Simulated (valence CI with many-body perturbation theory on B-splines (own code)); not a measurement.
Results of a calculation; reference values are marked as such.
# Level structure of P⁺

Level of theory: valence CI with perturbative core correlation (CI+MBPT): four valence electrons over a frozen Dirac-Fock core [Ne], a basis of 11 s, 11 p, 9 d, 7 f, 5 g, 2 h, 1 i functions for each j, with the one-electron correlation potential Σ1, the two-electron term Σ2, the three-electron term Σ3, Breit, model QED; selected CI, second order for the rest, scaled by the run's own slope (own B-spline code, finite nucleus).

Set against measurement, 35 paired levels are off by 41 cm⁻¹ on average, the worst by 147. These come from a selection out of the NIST Handbook of Basic Atomic Spectroscopic Data. Levels without a partner in it may be off by more. Among the levels kept, up to 520 cm⁻¹ of a level comes from second order outside the variational space, and about a tenth of that is noise between levels of different J, which matters for small intervals.

Levels 46 to 79 of 79, with energies above the lowest level, 3s²3p² ³P_0. "Leading %" is the weight of the configuration and term that name the level; weights of strongly mixed levels are sums over their largest components and can fall short. In the jj column 3d3/2^4 stands for four electrons in 3d with j = 3/2.

```csv
No.,Configuration,Term,J,E (cm⁻¹),Leading %,g,Leading jj
46,3s²3p4d,³F°,2,124972,89,0.668,3s^2 3p1/2 4d3/2 (72 %)
47,3s²3p4d,³F°,3,125154,89,1.084,3s^2 3p1/2 4d5/2 (46 %)
48,3s²3p4d,³F°,4,125413,89,1.250,3s^2 3p3/2 4d5/2 (89 %)
49,3s²3p4d,³P°,2,127398,45,1.283,3s^2 3p1/2 4d5/2 (80 %)
50,3s²3p4d,³D°,1,127621,56,0.866,3s^2 3p1/2 4d3/2 (62 %)
51,3s²3p4d,¹D°,2,127793,53,1.095,3s^2 3p3/2 4d5/2 (38 %)
52,3s²3p4d,³D°,3,127910,88,1.332,3s^2 3p3/2 4d5/2 (60 %)
53,3s²3p4d,³P°,0,127918,90,,3s^2 3p3/2 4d3/2 (90 %)
54,3s²3p4d,³P°,1,127957,57,1.135,3s^2 3p3/2 4d3/2 (83 %)
55,3s²3p4d,³D°,2,127975,54,1.287,3s^2 3p3/2 4d5/2 (44 %)
56,3s²3p5p,¹P,1,129057,77,0.949,3s^2 3p1/2 5p1/2 (53 %)
57,3s²3p5p,³D,1,129515,74,0.634,3s^2 3p1/2 5p3/2 (35 %)
58,3s²3p5p,³D,2,129610,84,1.183,3s^2 3p1/2 5p3/2 (67 %)
59,3s²3p5p,³D,3,129965,90,1.334,3s^2 3p3/2 5p3/2 (90 %)
60,3s²3p5p,³P,0,129973,89,,3s^2 3p1/2 5p1/2 (68 %)
61,3s²3p5p,³P,1,130101,75,1.465,3s^2 3p1/2 5p3/2 (39 %)
62,3s²3p4d,¹F°,3,130216,84,1.001,3s^2 3p3/2 4d3/2 (35 %)
63,3s²3p5p,³P,2,130326,84,1.476,3s^2 3p3/2 5p3/2 (49 %)
64,3s²3p5p,³S,1,130740,84,1.954,3s^2 3p3/2 5p1/2 (46 %)
65,3s²3p4f,¹F,3,131007,66,1.031,3s^2 3p1/2 4f7/2 (48 %)
66,3s²3p4f,³F,2,131043,86,0.692,3s^2 3p1/2 4f5/2 (62 %)
67,3s²3p4f,³F,3,131087,61,1.022,3s^2 3p1/2 4f5/2 (46 %)
68,3s²3p4f,³F,4,131117,78,1.219,3s^2 3p1/2 4f7/2 (58 %)
69,3s²3p5p,¹D,2,131291,88,1.006,3s^2 3p3/2 5p3/2 (40 %)
70,3s²3p4f,³G,3,131730,77,0.797,3s^2 3p3/2 4f5/2 (55 %)
71,3s²3p4f,³G,4,131787,63,1.070,3s^2 3p3/2 4f7/2 (45 %)
72,3s²3p4d,¹P°,1,131910,67,0.999,3s^2 3p3/2 4d5/2 (44 %)
73,3s²3p4f,³G,5,132034,92,1.200,3s^2 3p3/2 4f7/2 (92 %)
74,3s²3p4f,¹G,4,132174,72,1.012,3s^2 3p3/2 4f5/2 (76 %)
75,3s²3p4f,³D,3,132213,86,1.318,3s^2 3p3/2 4f7/2 (57 %)
76,3s²3p4f,³D,2,132245,45,1.063,3s^2 3p3/2 4f5/2 (61 %)
77,3s²3p4f,³D,1,132453,92,0.499,3s^2 3p3/2 4f5/2 (92 %)
78,3s²3p4f,¹D,2,132478,47,1.081,3s^2 3p3/2 4f7/2 (87 %)
79,3s²3p5p,¹S,0,132783,88,,3s^2 3p3/2 5p3/2 (67 %)
```

Names give the largest LS component (configuration and term), which can be under half, so a name can repeat, a term be missing and a line seem to break the LS rules; names also repeat where a configuration has a term twice.

Where two levels of one J and parity lie close, their mixing, g and order are uncertain.
